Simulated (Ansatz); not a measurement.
`FB(Cl)[SeH]` and `FB([SiH3])[SeH]` differ in one atom or group.

Ansatz, PBE0-D4/def2-TZVP geometries, multiplicity 1. Each molecule was computed in one conformer, which needn't be the lowest.

Scalar relativity is left out up to krypton.

| property | `FB(Cl)[SeH]` |
| --- | --- |
| HOMO energy (PBE0/def2-TZVPP) / eV | -7.85 |
| LUMO energy (ωB97M-V/def2-TZVPP) / eV | 1.30 |
| HOMO energy (PBE/def2-TZVPP) / eV | -6.69 |
| HOMO–LUMO gap (B3LYP/def2-TZVPP) / eV | 6.61 |
| LUMO energy (B3LYP/def2-TZVPP) / eV | -0.99 |
| LUMO energy (PBE0/def2-TZVPP) / eV | -0.80 |

(1) Give the same properties after the change, and the shifts. (Best estimate.)

## Answers

(1) Ansatz gave: 
```json
{"property": "HOMO energy (PBE0/def2-TZVPP) / eV", "`FB([SiH3])[SeH]`": "-7.85", "shift": "0.00"}
{"property": "LUMO energy (ωB97M-V/def2-TZVPP) / eV", "`FB([SiH3])[SeH]`": "0.50", "shift": "-0.80"}
{"property": "HOMO energy (PBE/def2-TZVPP) / eV", "`FB([SiH3])[SeH]`": "-6.75", "shift": "-0.06"}
{"property": "HOMO–LUMO gap (B3LYP/def2-TZVPP) / eV", "`FB([SiH3])[SeH]`": "5.96", "shift": "-0.65"}
{"property": "LUMO energy (B3LYP/def2-TZVPP) / eV", "`FB([SiH3])[SeH]`": "-1.65", "shift": "-0.66"}
{"property": "LUMO energy (PBE0/def2-TZVPP) / eV", "`FB([SiH3])[SeH]`": "-1.49", "shift": "-0.69"}
```

B3LYP here is the variant with VWN-RPA as its local correlation; programs differ in this.

Spin–orbit coupling is left out; it splits and shifts lone-pair levels of the heavy atoms by tenths of an eV.
